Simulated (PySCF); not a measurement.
C2H5FOSi2, SMILES FC1=CO[SiH2][SiH2]1.

Coordinates come from a PBE0-D3(BJ)/def2-SVP optimisation. The structure was generated by enumeration, and PubChem lists no compound with its InChIKey, so it may never have been made.

Two levels are set side by side: PBE/def2-TZVP (PySCF) and PBE0/def2-TZVP (PySCF). Same geometry, gas phase. Differences are taken from unrounded values.

```json
[
 {"quantity": "orbital gap (eV)", "PBE0": "6.09", "PBE": "4.02", "PBE minus PBE0": "-2.07"},
 {"quantity": "highest occupied level (eV)", "PBE0": "-6.72", "PBE": "-5.51", "PBE minus PBE0": "1.22"},
 {"quantity": "lowest empty level (eV)", "PBE0": "-0.63", "PBE": "-1.48", "PBE minus PBE0": "-0.85"},
 {"quantity": "dipole moment (D)", "PBE0": "1.58", "PBE": "1.43", "PBE minus PBE0": "-0.15"},
 {"quantity": "mean polarisability (bohr³)", "PBE0": "77.7", "PBE": "80.8", "PBE minus PBE0": "3.1"}
]
```

PBE's occupied levels lie high since its potential decays too fast outside the molecule; exact exchange lowers them and widens the gap. Loosely held outer electrons make PBE densities more polarisable. Differences between two approximate levels are no errors against the true value.

Rough cost on one machine, each run with all the roots and properties that it gave: PBE0 against PBE within a factor of 2.
